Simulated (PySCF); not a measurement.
From computed data to an observable: oscillator strength and radiative lifetime

AlFH2OS, SMILES [OH][Al]([F])[SH].

Coordinates come from a PBE0-D3(BJ)/def2-SVP optimisation. Other conformers were not sampled.

TDA-B3LYP/def2-SVPD (PySCF 2.14.0) puts the first singlet state with f over 0.02 at 5.43 eV (vertical), with the transition dipole (0.000, 0.000, -0.571) in atomic units.

Find the oscillator strength, the wavelength and the radiative lifetime that this transition would have in vacuum if emission retraced absorption.


|μ|² = 0.3260 au, so |μ| = 1.45 D. ΔE = 5.43/27.211 = 0.1995 hartree. f = (2/3) ΔE |μ|² = 0.043 (the program prints 0.043).
λ = 1239.84/5.43 = 228 nm; ν = 43796 cm⁻¹.
Einstein's coefficient A = 0.6670 ν² f s⁻¹ (ν in cm⁻¹) = 5.5e7 s⁻¹, so τ = 1/A = 18 ns. This state is S1. The figure is the radiative limit of this one transition; relaxation, internal conversion, crossing to triplets and a medium change what is measured.
